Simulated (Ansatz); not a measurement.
```yaml
crystal:
  periodic: [false, false, false]
  atoms:
    - {symbol: N, position_ang: [-1.020531, 2.193368, 0.351386]}
    - {symbol: Ga, position_ang: [0.641265, 0.975111, 0.765120]}
    - {symbol: B, position_ang: [0.306149, -0.766253, 0.628503]}
    - {symbol: Si, position_ang: [0.063215, -1.809773, -1.124130]}
    - {symbol: H, position_ang: [-0.820477, 3.157947, 0.560411]}
    - {symbol: H, position_ang: [-1.965481, 1.972819, 0.369945]}
    - {symbol: H, position_ang: [1.685634, 2.148024, 0.950674]}
    - {symbol: H, position_ang: [0.384186, -1.645600, 1.861222]}
    - {symbol: H, position_ang: [-1.111501, -2.139542, -0.965222]}
    - {symbol: H, position_ang: [0.652771, -1.555840, -2.123501]}
    - {symbol: H, position_ang: [0.895862, -3.327359, -1.018917]}
basis:
  gaussian: {orbitals: 6-31G}
hamiltonian: {xc: {name: CCSD(T)}}
scf: {lower_state_search: light}
```

```sh
$ ansatz run in.yaml --threads 4 --pin off --events-out ev --progress --plain --max-ram 10444MiB
```

Output, abridged:

```
Error: YAML parse error: error: line 17 column 19: hamiltonian.xc: no functional is named "CCSD(T)"; the names, which are not case-sensitive, are SVWN5, SPW92, PBE, PBE0, PBEsol, revPBE, revPBE0, RPBE, rPW86-PBE, HSE06, wPBEh, LC-wPBE, HISS, HF, BLYP, B3LYP, B3LYP5, BHLYP, CAM-B3LYP, r2SCAN, r2SCANh, r2SCAN0, r2SCAN50, m-r2SCAN, B97, wB97, wB97X, wB97X-V, B97M-V, wB97M-V, B2PLYP, B2GP-PLYP, PBE0-DH, PBE-QIDH
15 | basis:
16 |   gaussian: {orbitals: 6-31G}
17 | hamiltonian: {xc: {name: CCSD(T)}}
18 | scf: {lower_state_search: light}
```

Q: What is wrong with this run?

A: The method's name isn't one that the program takes here. The input was rejected before any iteration.

HSE06 is defined as in plane-wave codes.
